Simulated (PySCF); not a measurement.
Compound: C5H6FNO.
Atom-mapped SMILES: `[N:1]#[C:2][C@@:3]1([CH2:4][F:5])[CH2:6][CH2:7][O:8]1` (hydrogens: H9, H10 on C4; H11, H12 on C6; H13, H14 on C7)

Cartesian coordinates in Å at the GFN2-xTB level; atoms count from 1:
```
atom  x, y, z in Å
N1    -1.172    2.164   -1.687
C2    -0.826    1.352   -0.962
C3    -0.343    0.317   -0.065
C4    -1.537   -0.515    0.420
F5    -1.113   -1.687    0.982
C6     0.873   -0.466   -0.605
C7     1.615    0.145    0.587
O8     0.442    0.849    1.009
H9    -2.084    0.040    1.188
H10   -2.195   -0.774   -0.417
H11    0.754   -1.545   -0.576
H12    1.216   -0.148   -1.586
H13    1.943   -0.566    1.349
H14    2.426    0.833    0.340
```

A PySCF run (density fitting, gas phase, GFN2-xTB geometry) gave HOMO -10.75 eV, LUMO 1.08 eV, dipole 2.91 D.

Task: Which of these levels was it?
A. B97-2/pcseg-1
B. PBE0/def2-SVPD
C. wB97X/aug-cc-pVDZ
D. PBE0/pcSseg-1
E. PBE0/IGLO-II

Result: C. It is wB97X/aug-cc-pVDZ. All candidates on this geometry:

| level and settings | kind | basis functions | SCF cycles | E (Eh) | HOMO (eV) | LUMO (eV) | dipole (D) |
| --- | --- | --- | --- | --- | --- | --- | --- |
| B97-2/pcseg-1, fitting basis def2-qzvpp-jkfit | global hybrid | 142 | 11 | -423.6573 | -8.02 | -0.22 | 2.90 |
| PBE0/def2-SVPD | global hybrid | 214 | 14 | -423.1366 | -8.35 | -0.27 | 2.87 |
| PBE0/IGLO-II | global hybrid | 212 | 14 | -423.5382 | -8.21 | -0.12 | 2.86 |
| PBE0/pcSseg-1 | global hybrid | 166 | 14 | -423.3826 | -8.24 | -0.12 | 2.89 |
| wB97X/aug-cc-pVDZ | range-separated hybrid | 238 | 14 | -423.8475 | -10.75 | 1.08 | 2.91 |

The nearest other candidate, by the summed differences of HOMO and LUMO, is PBE0/pcSseg-1: its HOMO differs by +2.51 eV and its LUMO by -1.20 eV. Cycle counts include a coarse-grid stage where the run had one.
